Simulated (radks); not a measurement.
Exchange energies: the exact (Fock) value of the Kohn-Sham orbitals and density-functional approximations, as 100 (|E| - |E exact|)/|E exact|, negative where the magnitude is too small. Species: Mg [Ne] 3s2; Nd31+ [Ar] 3d10 4s1; K [Ar] 4s1. All-electron calculation, non-relativistic Kohn-Sham, r2SCAN, spin-polarised, spherical densities, point nucleus; meta-GGA in the generalised Kohn-Sham scheme. Program: a radial shooting solver on a logarithmic mesh with Libxc functionals. Every spin shell is full or empty, so the densities are truly spherical. Functionals are evaluated on that one density, not self-consistently.

| functional | Mg | Nd31+ | K |
|---|---|---|---|
| exact (hartree) | -15.9752 | -174.002 | -32.6688 |
| LDA | -8.56 | -5.37 | -7.52 |
| B88 | +0.12 | -0.12 | -0.04 |
| OPTX | +0.06 | +1.10 | +0.10 |
| SOGGA | -3.67 | -2.57 | -3.39 |
| B86b | +0.25 | -0.17 | +0.04 |
| G96 | +0.15 | +0.21 | +0.06 |
| EV93 | +1.89 | -0.18 | +0.90 |
| TPSS | +0.42 | -0.43 | +0.14 |
| MS2 | +0.34 | -0.73 | +0.01 |
